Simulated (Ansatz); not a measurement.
Wavefunction ladder for CH$_{6}$ClGaN$_{2}$, SMILES `N[CH](N)[GaH][Cl]`

```xyz
11

N    -1.398   -0.877   -0.337
C    -0.493    0.049    0.257
N     0.860   -0.585    0.532
Ga    0.825    1.128   -0.722
Cl    1.564    2.802    0.448
H    -1.886   -0.503   -1.134
H    -2.069   -1.270    0.311
H    -0.835    0.511    1.185
H     0.902   -1.495    0.089
H     1.117   -0.650    1.509
H     1.413    0.889   -2.138
```

The species carries charge 0 and has multiplicity 1. Correlated methods include outer-core shells of Ga, which these sets cover unevenly. Scalar relativity is left out up to krypton. Geometry: relaxed with PBE0-D4/def2-TZVP. It is one conformer, not always the lowest. Frozen core, restricted reference, Ansatz.

| basis | HF (Eh) | MP2 corr. | CCSD corr. | (T) | CCSD(T) total |
| --- | --- | --- | --- | --- | --- |
| def2-SVP | -2532.54123 | -0.83060 | -0.86678 | -0.02534 | -2533.43335 |
| def2-TZVPP | -2533.12113 | -1.02117 | -1.05588 | -0.04404 | -2534.22105 |
| def2-QZVPP | -2533.18097 | -1.33035 | – | – | – |
